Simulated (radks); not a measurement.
The numbers below are computed, except where a source is named.
Radial electron density D(r) = 4 pi r^2 rho(r) of an atom or ion with 2 electrons. Level of theory: scalar-relativistic Kohn-Sham, Slater X-alpha with alpha = 0.749, spin-polarised, spherical densities, finite nucleus; Fermi nuclear charge, rms radius of each element as measured or else 0.836 A^(1/3) + 0.57 fm (a radial shooting solver on a logarithmic mesh with Libxc functionals).

r (bohr),D(r) (e/bohr)
0.0233,0.1952
0.02735,0.2603
0.03184,0.3403
0.03736,0.4484
0.04349,0.5787
0.05063,0.7410
0.05942,0.9517
0.06917,1.194
0.08053,1.479
0.0945,1.825
0.11,2.189
0.1281,2.577
0.1503,2.986
0.175,3.345
0.2053,3.650
0.239,3.829
0.2783,3.862
0.3266,3.711
0.3802,3.388
0.4426,2.914
0.5194,2.308
0.6046,1.705
0.7039,1.149
0.826,0.6755
0.9616,0.3593
1.128,0.1583
1.314,0.06118
1.529,0.01948

What is the nuclear charge?

Answer. Z = 4. The innermost maximum, from 1s, lies near gamma/Z bohr with gamma = sqrt(1 - (Z/c)^2) = 1.000, here 0.25 bohr (found: 0.265), and its height grows with Z. The density is that of the beryllium ion Be2+ in [He]; the configuration itself is not fixed sharply by these data. D(r) has 1 maximum, at r = 0.265 bohr.
